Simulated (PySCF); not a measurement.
CBr₃, charge +1, multiplicity 1.

```xyz
4

Br    -1.8176     0.0000     0.0000
C      0.0000     0.0000     0.0000
Br     0.9088    -1.5741     0.0000
Br     0.9088     1.5741     0.0000
```
Charge +1, spin multiplicity 1.

Coordinates come from a TPSSh-D3(BJ)/def2-SVP optimisation. The spin state was assumed, not searched. The isomer is the one that the SMILES or the coordinates give; other isomers of the formula were not compared.

Level of theory: PBE/pcSseg-1 run with PySCF. Non-relativistic, no solvent.

Computed absolute GIAO shielding of each atom: isotropic value and principal components (ppm):
| atom | σ(iso) | σ11 | σ22 | σ33 | span |
|---|---|---|---|---|---|
| Br1 | 62.1 | -817.0 | 406.4 | 596.9 | 1413.8 |
| C2 | -101.5 | -174.9 | -174.9 | 45.5 | 220.4 |
| Br3 | 62.1 | -817.0 | 406.5 | 596.9 | 1413.8 |
| Br4 | 62.1 | -817.0 | 406.5 | 596.9 | 1413.8 |
